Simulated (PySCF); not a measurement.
**Where the electron goes**

Compound: C5H6NO2S (charge -1).
Structure used (GFN2-xTB), in Å, numbered top down from 1:
```xyz
15
C5H6NO2S angstrom
C      2.240   -1.371   -0.160
N      0.864   -1.020   -0.008
C      0.561    0.211    0.092
C     -0.757    0.746    0.252
C     -0.943    2.123    0.352
S      0.214    3.314    0.308
C     -1.941   -0.069    0.318
O     -3.091    0.338    0.449
O     -1.735   -1.410    0.223
H      2.921   -0.501   -0.184
H      2.533   -2.026    0.666
H      2.362   -1.938   -1.089
H      1.341    0.991    0.061
H     -1.971    2.456    0.475
H     -2.603   -1.838    0.280
```

Method: PySCF, TDDFT wB97X-D/def2-SVPD, vertical, gas phase, core orbitals frozen in the response.

Kohn–Sham orbitals with the atoms that hold most of them (Löwdin shares over 4%, at most four atoms; ? is withheld):

```tsv
orbital	ε (eV)	atoms
LUMO+2	5.51	C1 36%, S6 15%, H11 12%, H12 12%
LUMO+1	5.28	O9 35%, C7 18%, H15 13%, O8 13%
LUMO	4.44	?
HOMO	?	S6 37%, C4 22%, C5 11%, N2 10%
HOMO-1	-3.45	?
HOMO-2	-5.06	N2 55%, C3 11%, C1 10%, S6 5%
HOMO-3	-5.91	O8 68%, O9 13%, C7 8%, C4 4%
```

Which atoms hold the HOMO-1, and with what shares?

S6 (bonded to C) 71%; C5 (bonded to C, S and H) 12%; N2 (bonded to 2 C) 5%.

Which atoms hold the LUMO, and with what shares?

C5 (bonded to C, S and H) 32%; S6 (bonded to C) 26%; C4 (bonded to 3 C) 9%; N2 (bonded to 2 C) 8%. By element: carbon 41% or more, sulfur 26%, nitrogen 8%.

What is the HOMO energy, and the HOMO–LUMO gap?

ε(HOMO) = -3.28 eV; the gap is 7.72 eV (0.2836 hartree).

How does S1 compare with the orbital gap of 7.72 eV?

S1 is at 3.06 eV (f = 0.0000), 4.65 eV below the gap, made of HOMO-1→LUMO (98%). Its leading pair isn't HOMO and LUMO; the energies of that pair differ by 7.89 eV. 

One configuration dominates each of S1, S2 and S6. Which, and how do the shares of the two leading atoms of either orbital change from the occupied to the empty one?

- S1 (3.06 eV, f 0.0000), HOMO-1→LUMO (98%): S6 71% → 26%, C5 12% → 32%
- S2 (3.93 eV, f 0.402), HOMO→LUMO (95%): S6 37% → 26%, C4 22% → 9%, C5 11% → 32%
- S6 (5.30 eV, f 0.011), HOMO→LUMO+1 (74%): S6 37% → at most 13%, C4 22% → at most 13%, O9 at most 11% → 35%, C7 at most 11% → 18%

Löwdin shares depend on the basis, the more so with diffuse functions.

Time: 1.7 min wall; peak memory 1.1 GiB. Hardware: one thread, Arm Neoverse N1 (aarch64), shared host.

One conformer stands for the species.
